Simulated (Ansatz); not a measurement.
Consider the ligand exchange at a Ge–C bond: `N[C](=O)[GeH2][Cl]` + CH₃NH₂ → `C[NH][GeH2][Cl]` + `NC=O`.

Gas-phase electronic energies from Ansatz, PBE0-D4/def2-TZVP geometries. CBS: MP2 limit from def2 TZ/QZ plus the TZ coupled-cluster correction, frozen cores. This one scheme is used for every species. Functionals use def2-TZVPP. B3LYP here is the variant with VWN-RPA as its local correlation; programs differ in this. For Ge outer-core shells are correlated without core-valence functions, which leaves a few kJ/mol of doubt a bond. Scalar relativity is left out up to krypton. Each species was taken in one conformer, which may not be the lowest.

```csv
level,ΔE (kJ/mol)
r2SCAN-D4,-26.1
PBE0-D4,-25.8
B3LYP-D4,-27.4
ωB97X-V,-30.8
PBE,-20.5
SCS-MP2/def2-TZVPP,-36.7
CCSD(T)/def2-TZVPP,-32.4
HF/CBS(def2),-45.5
```

What does CCSD(T)/CBS give? (Best estimate.)

The calculation gave: -31.1 kJ/mol. The listed levels differ from it by 5.0, 5.3, 3.7, 0.3, 10.6, -5.6, -1.3, -14.4 kJ/mol.

Largest T1 diagnostic among the species: 0.016.

In def2-TZVPP, CCSD(T) changes the Hartree–Fock value by +12.6 kJ/mol (the triples alone add +2.3 kJ/mol) and MP2 by +10.0 kJ/mol. From PBE to PBE0 (25 % exact exchange), in def2-TZVPP and without D4, ΔE moves by −5.5 kJ/mol.
